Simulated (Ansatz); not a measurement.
CrF, multiplicity 6 (the spin of the measured ground state), most abundant isotopes (51.9405 and 18.9984 u). Constants from fifth-degree fits in 1/R to seven points on the lowest solution found; no spin–orbit coupling, no relativity up to Kr; ω_e x_e and α_e move by some per cent with the fit.

Correlated levels freeze the inner cores; with def2 sets outer-core shells near the valence are correlated too. CBS: X⁻³ extrapolation of the correlation energy, Hartree–Fock from the larger set.

Codes used: Ansatz (Gaussian orbitals). 

```csv
level,r_e (Å),ω_e (cm⁻¹),ω_e x_e (cm⁻¹),α_e (cm⁻¹)
PBE/def2-TZVPP,1.7857,643.1,3.77,0.00311
"CCSD(T)/CBS(def2-TZVPP, def2-QZVPP)",1.7745,711.6,4.81,0.00305
```

D_e from total energies of the atoms and the molecule: 5.15 eV at PBE/def2-TZVPP.

Derive the rotational constants, the centrifugal constant, the fundamental, the zero-point energy and the force constant, and test the Morse rule for the well depth.


μ = 13.91037 u.
- PBE/def2-TZVPP: B_e = 16.8576/(μ r_e²) = 0.38006 cm⁻¹; B₀ = B_e − α_e/2 = 0.37851 cm⁻¹; D = 4B_e³/ω_e² = 5.31e-07 cm⁻¹; fundamental ω_e − 2ω_e x_e = 636 cm⁻¹; zero-point energy ω_e/2 − ω_e x_e/4 = 321 cm⁻¹; k = μ(2πcω_e)² = 339 N/m; a Morse well would hold ω_e²/(4ω_e x_e) = 3.40 eV against the computed D_e of 5.15 eV
- CCSD(T)/CBS(def2-TZVPP, def2-QZVPP): B_e = 16.8576/(μ r_e²) = 0.38485 cm⁻¹; B₀ = B_e − α_e/2 = 0.38333 cm⁻¹; D = 4B_e³/ω_e² = 4.50e-07 cm⁻¹; fundamental ω_e − 2ω_e x_e = 702 cm⁻¹; zero-point energy ω_e/2 − ω_e x_e/4 = 355 cm⁻¹; k = μ(2πcω_e)² = 415 N/m

Doubts at one or more of the structures used: T1 above 0.05 (CCSD(T)/CBS(def2-TZVPP, def2-QZVPP)).

Ansatz is a quantum-chemistry and plane-wave program.
